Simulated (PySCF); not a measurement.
SMILES c1cc[se]c1, PBE0/def2-SVP optimised geometry. Atoms within 1.6 Å of the plane z = 0.0 Å (x, y, z in Å): C1 (-0.71, -0.83, 0.00), C2 (0.72, -0.83, 0.00), C3 (1.28, 0.41, 0.00), Se4 (0.00, 1.75, 0.00), C5 (-1.28, 0.41, 0.00), H6 (-1.31, -1.75, 0.00), H7 (1.31, -1.75, 0.00), H8 (2.35, 0.65, 0.00), H9 (-2.35, 0.65, 0.00).

Level of theory: PBE0/def2-TZVP (PySCF). Cells within 0.4 Å of a nucleus heavier than hydrogen are left out (blank, or x).

Map of the deformation density (molecule minus spherical neutral atoms) (e/bohr³) on the plane z = 0.0 Å:

```
|1111111111111111111111111|
|1111111111111111111111111|
|1111111111111111111111111|
|1111111111111111111111111|
|1111111111111111111111111|
|1111111111122211111111111|
|1111111110122210111111111|
|11111111100xxx00111111111|
|111111111121x121111111111|
|1111102213420243122011111|
|111101874x42024x478101111|
|11111167xx20002xx76111111|
|1111111139500059311111111|
|1111111028722278201111111|
|1111111013xx8xx3101111111|
|1111111126x464x6211111111|
|1111111149411149511111111|
|1111111025211125201111111|
|1111111101111111011111111|
|1111111111111111111111111|
|1111111111111111111111111|
|1111111111111111111111111|
|1111111111111111111111111|
|1111111111111111111111111|
|1111111111111111111111111|
```
Scale: ten equal steps from -0.022 (start of '0') to 0.107 (end of '9'), in the order '0123456789'; x runs from -4.50 to 4.50, y from -4.50 (bottom) to 4.50 (top).
